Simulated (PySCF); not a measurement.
Planning a shielding job on `C[C@@H]1C=C1[SiH3]`.

Method: GIAO OPBE/pcSseg-2 NMR shielding, non-relativistic, gas phase (PySCF 2.14.0, density-fitted response routines). Geometry: PBE0-D3(BJ)/def2-SVP. Work: shieldings, ring-centre shieldings, density fitting. The command runs a driver script over a list of jobs; the input below is this job's line of settings and its coordinates in Å.

Command:
```bash
OMP_NUM_THREADS=1 python probes_run.py task.json out
```

Input:
```
{"job": {"kind": "nmr", "xc": "OPBE", "basis": "pcSseg-2", "pop": false}, "charge": 0, "multiplicity": 1}
C      1.743810    -0.942335     0.373171
C      0.903176    -0.422644    -0.770043
C      0.357758     0.956438    -0.791631
C     -0.535929     0.031517    -0.556961
Si    -2.258098    -0.512519    -0.180505
H      2.815679    -0.752445     0.198791
H      1.619051    -2.030300     0.497709
H      1.463964    -0.457975     1.321670
H      1.139873    -0.898407    -1.737084
H      0.576269     2.017512    -0.898407
H     -2.720347    -1.464924    -1.235199
H     -2.282225    -1.220090     1.135408
H     -3.183289     0.658322    -0.127690
```

Hardware: Arm Neoverse V1, one thread, on a shared host. PySCF's memory limit was set to 1760 MB.

Q: How large is the basis?

A: 299 functions for 46 electrons, with 806 fitting functions; the fitted three-index integrals, 806 × 299 × 300/2 numbers of 8 bytes, come to 280 MiB.

Q: Estimate the wall time.

A: About 56 s. The SCF took 15 cycles.

Q: How much memory does it need at the peak?

A: About 0.95 GiB. Peak memory is the resident size of the whole Python process, interpreter and libraries included.

The SCF part of the output:
```
coarse grid: 10928 points
cycle   1  E = -446.5443036020  dE =  3.032e-01  |g| = 4.848e-01  |ddm| = 2.580e+00
cycle   2  E = -446.4486191316  dE =  9.568e-02  |g| = 7.542e-01  |ddm| = 1.149e+00
cycle   3  E = -446.6075942569  dE = -1.590e-01  |g| = 1.053e-01  |ddm| = 8.472e-01
cycle   4  E = -446.6091264380  dE = -1.532e-03  |g| = 7.118e-02  |ddm| = 1.251e-01
cycle   5  E = -446.6102527169  dE = -1.126e-03  |g| = 2.793e-02  |ddm| = 6.603e-02
cycle   6  E = -446.6104571397  dE = -2.044e-04  |g| = 6.389e-03  |ddm| = 2.385e-02
cycle   7  E = -446.6104667718  dE = -9.632e-06  |g| = 1.558e-03  |ddm| = 6.915e-03
final grid: 99736 points
cycle   8  E = -446.6065460352  dE = -2.469e-04  |g| = 1.123e-02  |ddm| = 1.062e-01
cycle   9  E = -446.6065081207  dE =  3.791e-05  |g| = 1.513e-02  |ddm| = 2.256e-02
cycle  10  E = -446.6065722528  dE = -6.413e-05  |g| = 2.508e-03  |ddm| = 1.528e-02
cycle  11  E = -446.6065727438  dE = -4.910e-07  |g| = 1.900e-03  |ddm| = 2.832e-03
cycle  12  E = -446.6065736794  dE = -9.356e-07  |g| = 3.056e-04  |ddm| = 1.448e-03
cycle  13  E = -446.6065736994  dE = -1.993e-08  |g| = 1.235e-04  |ddm| = 2.915e-04
cycle  14  E = -446.6065737029  dE = -3.535e-09  |g| = 2.571e-05  |ddm| = 1.083e-04
cycle  15  E = -446.6065737031  dE = -1.717e-10  |g| = 4.295e-06  |ddm| = 2.466e-05
converged SCF energy = -446.6065737031
```

On the final grid dE counts from the start density on that grid.

Other jobs ran on the host; a repeat could differ by tens of per cent or more.
